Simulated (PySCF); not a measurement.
Compound: C5H7ClN2Si.
Cartesian coordinates in Å at the GFN2-xTB level; atoms count from 1:
```xyz
16
C5H7ClN2Si angstrom
C     -2.315   -1.107    0.011
C     -1.208   -0.122   -0.145
C     -1.411    1.184   -0.607
N     -0.445    2.064   -0.749
N      0.781    1.754   -0.459
C      1.102    0.549   -0.013
Si     2.930    0.231    0.371
C      0.112   -0.421    0.155
Cl     0.564   -1.982    0.739
H     -2.374   -1.441    1.046
H     -2.121   -1.985   -0.604
H     -3.267   -0.670   -0.278
H     -2.401    1.530   -0.872
H      3.026   -0.146    1.784
H      3.649    1.460    0.074
H      3.370   -0.889   -0.464
```

Computed at PBE0/pcSseg-1 (PySCF, non-relativistic), with Q(14N) = 0.02044 b, Q(35Cl) = −0.0817 b: N4, 14N (I = 1): χzz = -6.268 MHz, η = 0.167; N5, 14N (I = 1): χzz = -6.272 MHz, η = 0.147; Cl9, 35Cl (I = 3/2): χzz = -72.37 MHz, η = 0.120.

Where would the pure quadrupole (NQR) lines of 14N at N4 fall for the rigid, isolated species?

From ν± = (3/4)|χ|(1 ± η/3) and ν0 = |χ|η/2: ν+ 4.963 MHz, ν− 4.439 MHz, ν0 0.524 MHz (pyridine-type nitrogen).

Where would the pure quadrupole (NQR) lines of 14N at N5 fall for the rigid, isolated species?

From ν± = (3/4)|χ|(1 ± η/3) and ν0 = |χ|η/2: ν+ 4.934 MHz, ν− 4.474 MHz, ν0 0.460 MHz (pyridine-type nitrogen).

Where would the pure quadrupole (NQR) lines of 35Cl at Cl9 fall for the rigid, isolated species?

From ν = (|χ|/2)√(1 + η²/3): ν = 36.27 MHz (aryl chlorine). For 37Cl the ratio of quadrupole moments, 0.7881, gives 28.58 MHz.

Apply the simplest Townes–Dailey estimate (no s hybridisation, no π bonding), ionic character = 1 − χzz/χ0, where χ0 is the coupling for one missing p electron along the bond: −109.74 MHz for 35Cl.

Cl9 on C8: 1 − (-72.37)/(-109.74) = 0.34. In this model a purely covalent bond gives χ0 and a free halide ion gives zero; s hybridisation or π bonding, where present, is counted here as ionic character.

In a crystal, neighbours and librations shift these lines. GFN2-xTB bond lengths can be off by several hundredths of an ångström, more for odd bonds, and the gradients follow them. With a basis this small, the couplings can be 20 % off.

The run behind these numbers computed NMR shieldings as well. Hardware: Intel Xeon at 2.50 GHz, one thread (shared host). Cost: 94 s wall, 0.91 GiB resident at most.
